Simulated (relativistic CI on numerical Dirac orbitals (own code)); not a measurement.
# Crystal-field levels of Mo4+, 4d2

Calculated by Dirac-Coulomb-Breit CI, separate exchange-only KLI orbitals for each configuration, model QED (radiative potential, 1s self-energy scaled to tabulated hydrogen-like ionisation energies), valence Slater integrals scaled by 0.65, one configuration in a parametric crystal field (own radial code).

Field parameters in Wybourne normalisation: D3d B²₀ = −7Dσ, B⁴₀ = −14Dq − 21Dτ, B⁴₃ = −14√(10/7) Dq. The field is a parameter set, without covalency.

S and J are read from ⟨S²⟩ = S(S + 1) and ⟨J²⟩ = J(J + 1) of each level; they are not fictitious spins.

D3d, 10Dq = 28900, Dσ = -1200, Dτ = 280 cm⁻¹, the lowest 10 levels:

```json
{"E (cm⁻¹)": "0.0", "Degeneracy": "1", "Irrep": "A1", "S": "1.00", "J": "2.74"}
{"E (cm⁻¹)": "63.3", "Degeneracy": "2", "Irrep": "E", "S": "1.00", "J": "2.73"}
{"E (cm⁻¹)": "603", "Degeneracy": "2", "Irrep": "E", "S": "1.00", "J": "2.70"}
{"E (cm⁻¹)": "1434", "Degeneracy": "2", "Irrep": "E", "S": "1.00", "J": "3.29"}
{"E (cm⁻¹)": "1846", "Degeneracy": "1", "Irrep": "A2", "S": "1.00", "J": "3.46"}
{"E (cm⁻¹)": "2049", "Degeneracy": "1", "Irrep": "A1", "S": "1.00", "J": "3.64"}
{"E (cm⁻¹)": "8058", "Degeneracy": "2", "Irrep": "E", "S": "0.02", "J": "3.30"}
{"E (cm⁻¹)": "9629", "Degeneracy": "2", "Irrep": "E", "S": "0.02", "J": "3.14"}
{"E (cm⁻¹)": "9683", "Degeneracy": "1", "Irrep": "A1", "S": "0.02", "J": "2.99"}
{"E (cm⁻¹)": "20249", "Degeneracy": "1", "Irrep": "A1", "S": "0.02", "J": "2.87"}
```

D3d, 10Dq = 28900, Dσ = -980, Dτ = 280 cm⁻¹, the lowest 16 levels:

```csv
E (cm⁻¹),Degeneracy,Irrep,S,J
0.0,1,A1,1.00,2.72
11.5,2,E,1.00,2.69
137,2,E,1.00,2.71
1100,2,E,1.00,3.33
1359,1,A2,1.00,3.45
1657,1,A1,1.00,3.66
8207,2,E,0.02,3.28
9130,2,E,0.02,3.15
9188,1,A1,0.02,3.02
19749,1,A1,0.02,2.85
28961,1,A2,1.00,3.09
29054,2,E,1.00,3.15
29381,1,A1,1.00,3.04
29513,1,A2,1.00,3.28
29692,2,E,1.00,3.33
29933,2,E,1.00,3.46
```

D3d, 10Dq = 28900, Dσ = -760, Dτ = 280 cm⁻¹, the lowest 16 levels:

```tsv
E (cm⁻¹)	Degeneracy	Irrep	S	J
0.0	2	E	1.00	2.70
164	2	E	1.00	2.72
257	1	A1	1.00	2.74
1205	1	A2	1.00	3.44
1227	2	E	1.00	3.32
1669	1	A1	1.00	3.65
8679	2	E	0.02	3.26
8934	1	A1	0.02	3.06
8969	2	E	0.02	3.16
19676	1	A1	0.02	2.84
29060	1	A2	1.00	3.02
29233	2	E	1.00	3.12
29327	1	A1	1.00	3.06
29582	1	A2	1.00	3.36
29668	2	E	1.00	3.37
29841	2	E	1.00	3.45
```

D3d, 10Dq = 28900, Dσ = -550, Dτ = 280 cm⁻¹, the lowest 10 levels:

```tsv
E (cm⁻¹)	Degeneracy	Irrep	S	J
0.0	2	E	1.00	2.70
305	2	E	1.00	2.79
524	1	A1	1.00	2.81
1185	1	A2	1.00	3.43
1598	2	E	1.00	3.27
1906	1	A1	1.00	3.59
8737	1	A1	0.02	3.09
8924	2	E	0.02	3.15
9268	2	E	0.01	3.25
19813	1	A1	0.02	2.83
```

D3d, 10Dq = 28900, Dσ = -330, Dτ = 280 cm⁻¹, the lowest 16 levels:

| E (cm⁻¹) | Degeneracy | Irrep | S | J |
| --- | --- | --- | --- | --- |
| 0.0 | 2 | E | 1.00 | 2.70 |
| 376 | 2 | E | 1.00 | 2.85 |
| 690 | 1 | A1 | 1.00 | 2.93 |
| 1165 | 1 | A2 | 1.00 | 3.42 |
| 2057 | 2 | E | 1.00 | 3.22 |
| 2261 | 1 | A1 | 1.00 | 3.49 |
| 8455 | 1 | A1 | 0.02 | 3.11 |
| 8895 | 2 | E | 0.02 | 3.16 |
| 9861 | 2 | E | 0.01 | 3.23 |
| 20032 | 1 | A1 | 0.02 | 2.82 |
| 29275 | 1 | A2 | 1.00 | 3.02 |
| 29402 | 1 | A1 | 1.00 | 3.08 |
| 29537 | 2 | E | 1.00 | 3.14 |
| 29836 | 2 | E | 1.00 | 3.42 |
| 30117 | 2 | E | 1.00 | 3.35 |
| 30149 | 1 | A2 | 1.00 | 3.39 |

The free-ion ground term has S = 1. Every field shown keeps that spin.

Levels of this model without a field, named by their leading LS term (the scale mimics covalency, so terms lie below those of the real free ion): 3F_2 0, 3F_3 1495, 3F_4 3152, 1D_2 8736, 3P_0 9288, 3P_1 9920, 3P_2 11520, 1G_4 13276 cm⁻¹.
